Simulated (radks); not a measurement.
Removal energies from the gadolinium ion Gd13+, [Kr] 4d10 4f(5/2: 3, 7/2: 0) 5s2, by Delta-SCF beside the eigenvalue of the level emptied. All-electron calculation, Dirac Kohn-Sham, PBE, spin-unpolarised, spherical densities, finite nucleus; Fermi nuclear charge, rms radius of each element as measured or else 0.836 A^(1/3) + 0.57 fm. Program: a radial shooting solver on a logarithmic mesh with Libxc functionals. Sub-shells are occupied by j as written (lower j first in brackets).

removed from                             final configuration  Delta-SCF (eV)  -eigenvalue (eV)
5s1/2                       [Kr] 4d10 4f(5/2: 3, 7/2: 0) 5s1          266.10            256.12
4f5/2                       [Kr] 4d10 4f(5/2: 2, 7/2: 0) 5s2          266.23            250.16
4d5/2         [Kr] 4d(3/2: 4, 5/2: 5) 4f(5/2: 3, 7/2: 0) 5s2          409.31            392.52
4d3/2         [Kr] 4d(3/2: 3, 5/2: 6) 4f(5/2: 3, 7/2: 0) 5s2          415.76            398.80
